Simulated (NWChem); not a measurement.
Species: TiNH$_{3}$O$_{2}$; SMILES [NH2][Ti]([OH])=[O]

```xyz
7

Ti    -0.0916    -0.0679     0.2975
O     -1.6788    -0.0808     0.1426
O      0.8349    -1.6297     0.3627
H      0.5705    -2.5526     0.3213
N      0.6836     1.6567     0.4039
H      1.6753     1.8661     0.5044
H      0.1715     2.5354     0.3697
```
Atoms are numbered in this order, from 1.

Level: PBE0/def2-SVP (NWChem), optimised geometry, unscaled harmonic frequencies. 

Problem. List the harmonic frequencies with IR intensities, and the thermochemistry.

Solution. 
| frequency (cm⁻¹) | IR intensity (km/mol) |
|---|---|
| 38 | 25.7 |
| 175 | 5.5 |
| 235 | 7.5 |
| 484 | 13.0 |
| 503 | 79.5 |
| 516 | 102.8 |
| 516 | 52.6 |
| 594 | 294.3 |
| 689 | 49.3 |
| 811 | 233.4 |
| 1132 | 265.4 |
| 1513 | 38.7 |
| 3563 | 46.6 |
| 3659 | 21.3 |
| 3945 | 161.4 |

```json
{
  "zero_point_energy": "26.3 kcal/mol",
  "thermal correction to the enthalpy at 298.15 K (with zero-point energy)": "30.7 kcal/mol",
  "heat capacity Cv": "19.4 cal/(mol K)",
  "entropy at 298.15 K and 1 atm (symmetry number 1)": "78.1 cal/(mol K)",
  "dipole_moment": "2.16 D"
}
```

Rigid rotor and harmonic oscillator; modes under 100 cm⁻¹ make the entropy uncertain.
